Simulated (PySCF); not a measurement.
CH₃F, SMILES `CF`, neutral singlet in the gas phase. 

Z-matrix (Å, degrees):
```
C
F 1 1.3950
H 1 1.1002 2 108.99
H 1 1.1002 3 109.95 2 119.40
H 1 1.1002 3 109.95 4 121.19
```
Charge 0, multiplicity 1.

All levels are single points at this geometry (PBE-D3(BJ)/def2-TZVP); Pople sets use spherical d functions. Orbital energies aren't observables, and empty levels follow the basis.

```
level                          HOMO (eV)  LUMO (eV)  gap (eV)  dipole (D)  vertical IE, Delta-SCF (eV)
-----------------------------  ---------  ---------  --------  ----------  ---------------------------
PBE-D3(BJ)/def2-TZVP in PySCF      -7.95       0.76      8.72        1.76                        12.63
B3LYP/3-21G in PySCF               -8.49       3.33     11.82        1.81                            –
B3LYP/6-31G* in PySCF              -9.02       2.81     11.84        1.76                        12.72
M06-2X/6-31G* in PySCF            -11.23       4.13     15.35        1.84                            –
PBE/6-31G* in PySCF                -7.32       2.06      9.38        1.63                        12.33
HF/3-21G in PySCF                 -13.97       7.43     21.40        2.29                            –
```
